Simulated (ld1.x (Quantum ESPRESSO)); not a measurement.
**Which change was made? (Bi, TM)**

Bi, norm-conserving Troullier–Martins (Kleinman–Bylander form), made with ld1.x (Quantum ESPRESSO) 7.5 (PBE, scalar-relativistic). Core [Xe] 4f14, reference 5d10 6s2 6p2.5 (charge +0.5). Waves: 6s (bound): rc 1.50 bohr; 5d (bound): rc 1.90 bohr; 5f channel at 0.15 Ry: rc 2.05 bohr; 6p (bound): rc 2.60 bohr. Local part: the p channel. Core correction: none.

Cutoffs, loose and tight: the cutoffs (Ry, on a coarse ladder) from which the occupation-weighted sum of valence levels, in a spherical-Bessel basis at the reference potential, stays within 10 and 1 mRy of its value at 400 Ry. They do not see the model core or the augmentation charge, which bear on the density cutoff. Test errors are all-electron minus pseudo excitation energies from the reference, over the configurations 5d10 6s2 6p3; 5d10 6s2 6p2; 5d10 6s2 6p1; 5d10 6s2 6p3.3; 5d10 6s1 6p4; 5d9 6s2 6p3; 5d9 6s2 6p4; variants that change the core or the reference have their own tests.

The base gives: outcome: generated; cutoff, loose: 60 Ry; cutoff, tight: 140 Ry; bound ghosts: none; largest test error (meV): -215.

After one change the result is: outcome: generated, misses its reference levels by 1.52 eV; cutoff, loose: 60 Ry; cutoff, tight: 140 Ry; bound ghosts: none; largest test error (meV): -394. Which change was it?
A. wave 5d (bound): rc 1.90 bohr becomes 5d (bound): rc 1.18 bohr
B. fully relativistic
C. type TM semilocal; local potential the f channel

B. The others give: type TM semilocal; local potential the f channel → outcome: generated; cutoff, loose: 60 Ry; cutoff, tight: 140 Ry; bound ghosts: none; largest test error (meV): -92 | wave 5d (bound): rc 1.90 bohr becomes 5d (bound): rc 1.18 bohr → outcome: generated; cutoff, loose: 100 Ry; cutoff, tight: 160 Ry; bound ghosts: none; largest test error (meV): -217.
